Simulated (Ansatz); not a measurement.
C2H4Be: where a starting geometry ends

The starting geometry of this gas-phase singlet was optimised with GFN2-xTB.

```xyz
7

C    -0.5472    1.1844   -0.5017
C    -1.4243    0.6351   -1.1127
Be   -0.5429   -0.8323    0.1233
H    -2.2102    0.2532   -1.6950
H     0.1899    1.7580   -0.0218
H     0.4513   -0.7262    0.9555
H    -1.3147   -1.8143   -0.2411
```

**Question.** Where would you expect an optimisation with PBE0-D3(BJ)/pcseg-1 to take it?

**Answer.** New bonds form, giving a structure given below by its coordinates. Contacts that close: C1–Be3 (2.11 → 1.92 Å), C2–Be3 (2.11 → 1.92 Å).

The energy falls by 0.16 eV over 6 steps:

```csv
step,E − E(last) (eV)
1,0.161
2,0.039
3,0.023
4,0.009
5,0.000
6,0.000
```

Final geometry (Å):

```xyz
7

C    -0.5114    1.0845   -0.4422
C    -1.4072    0.5262   -1.0608
Be   -0.5620   -0.7570    0.0832
H    -2.2246    0.2289   -1.6909
H     0.2129    1.7478   -0.0076
H     0.4681   -0.6124    0.9483
H    -1.3739   -1.7601   -0.3234
```

Frequencies at the end are all real (lowest 389 cm⁻¹). Run with Ansatz 0.2.0, 7.8 s on 1 thread of Arm Neoverse V1, with other jobs on the host.
